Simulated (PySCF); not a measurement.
**Frontier orbitals and the lowest excitations**

Species: GeMe3(NHMe), C4H13GeN.
Cartesian coordinates in Å at the PBE0-D3(BJ)/def2-SVP level; atoms count from 1:
```
atom  x, y, z in Å
Ge1   -0.0127    0.4378    0.0084
C2     0.0497    0.3981    1.9578
H3    -0.9677    0.3362    2.3710
H4     0.5311    1.3089    2.3448
H5     0.6241   -0.4681    2.3184
C6     1.8141    0.4042   -0.7043
H7     2.3831    1.2867   -0.3735
H8     1.8007    0.3966   -1.8048
H9     2.3481   -0.4948   -0.3607
C10   -0.9665    2.0071   -0.6471
H11   -0.9589    2.0436   -1.7469
H12   -0.4945    2.9276   -0.2723
H13   -2.0123    1.9881   -0.3066
N14   -0.9980   -1.0243   -0.5388
C15   -0.5487   -2.3640   -0.2480
H16   -1.3581   -0.9380   -1.4845
H17    0.3213   -2.7142   -0.8435
H18   -0.2574   -2.4405    0.8126
H19   -1.3601   -3.0976   -0.3973
```

Computed with PySCF, TDDFT PBE0/def2-SVPD, vertical, gas phase, core orbitals frozen in the response. The PBE0/def2-SVPD calculation is non-relativistic and has no spin–orbit coupling, an omission that weighs most on germanium.

Kohn–Sham orbitals with the atoms that hold most of them (Löwdin shares over 4%, at most four atoms; ? is withheld):

```json
{"orbital": "LUMO+2", "ε (eV)": "1.31", "atoms": "C2 18%, H16 14%, H4 8%, H5 8%"}
{"orbital": "LUMO+1", "ε (eV)": "1.19", "atoms": "C15 15%, C10 15%, H18 8%, H11 8%"}
{"orbital": "LUMO", "ε (eV)": "?", "atoms": "Ge1 22%, C6 9%, C10 8%, C15 7%"}
{"orbital": "HOMO", "ε (eV)": "-6.23", "atoms": "?"}
{"orbital": "HOMO-1", "ε (eV)": "-8.30", "atoms": "?"}
{"orbital": "HOMO-2", "ε (eV)": "-8.33", "atoms": "C2 26%, Ge1 20%, C6 19%, N14 7%"}
{"orbital": "HOMO-3", "ε (eV)": "-9.07", "atoms": "N14 30%, C15 15%, Ge1 12%, C6 9%"}
```

Question: Which atoms hold the HOMO, and with what shares?

Answer: N14 (bonded to C, Ge and H) 58%; C15 (bonded to N and 3 H) 12%; C6 (bonded to Ge and 3 H) 7%; Ge1 (bonded to 3 C and N) 6%. By element: nitrogen 58%, carbon 18% or more, germanium 6%.

Question: Which atoms hold the HOMO-1, and with what shares?

Answer: C10 (bonded to Ge and 3 H) 35%; Ge1 (bonded to 3 C and N) 21%; C2 (bonded to Ge and 3 H) 12%; C6 (bonded to Ge and 3 H) 8%. By element: carbon 55% or more, germanium 21%.

Question: What is the LUMO energy, and the HOMO–LUMO gap?

Answer: ε(LUMO) = 0.40 eV; the gap is 6.63 eV (0.2436 hartree).

Question: How does S1 compare with the orbital gap of 6.63 eV?

Answer: S1 is at 5.51 eV (f = 0.013), 1.12 eV below the gap, made of HOMO→LUMO (92%). Without the coupling terms of the response equations the lowest excitation would equal the gap.

Question: One configuration dominates each of S1, S2 and S7. Which, and how do the shares of the two leading atoms of either orbital change from the occupied to the empty one?

Answer: 
- S1 (5.51 eV, f 0.013), HOMO→LUMO (92%): N14 58% → at most 8%, C15 12% → 7%, Ge1 6% → 22%, C6 7% → 9%
- S2 (6.33 eV, f 0.0065), HOMO→LUMO+1 (86%): N14 58% → at most 8%, C15 12% → 15%, C10 at most 7% → 15%
- S7 (7.63 eV, f 0.048), HOMO-1→LUMO (89%): C10 35% → 8%, Ge1 21% → 22%, C6 8% → 9%

Orbitals of the list HOMO-3 to LUMO+2 that lie within 0.01 eV of each other are written together with a slash and their weights summed (≥ marks a lower bound); for degenerate orbitals outside that list single weights are arbitrary.
